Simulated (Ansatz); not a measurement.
Basis-set extrapolation for CH₄AlNS, SMILES `C1[NH][AlH][S]1` (PBE0-D4/def2-TZVP geometry, frozen core, Ansatz 0.2.0). Multiplicity 1, RHF reference.

|  | def2-TZVPP | def2-QZVPP |
| --- | --- | --- |
| HF | -734.196320 | -734.219149 |
| MP2 correlation | -0.625167 | -0.672535 |
| CCSD(T) correlation | -0.689415 | not run |

Energies in hartree. Use E(X) = E(∞) + A·exp(−7.88·√X) for Hartree–Fock and E(X) = E(∞) + B·X^(−2.97) for correlation, with X = 3 and 4, and add CCSD(T) minus MP2 of the smaller set to the MP2 limit.

Task: What is the CCSD(T) energy at the basis-set limit?

Result: HF limit: -734.219149 + (-0.022829) × 0.13774 = -734.22229. MP2 limit: -0.672535 + (-0.047368) × 0.74074 = -0.70762. Higher-order term: -0.689415 − (-0.625167) = -0.06425. Total: -734.99416 hartree, 2.95 eV below CCSD(T)/def2-TZVPP.
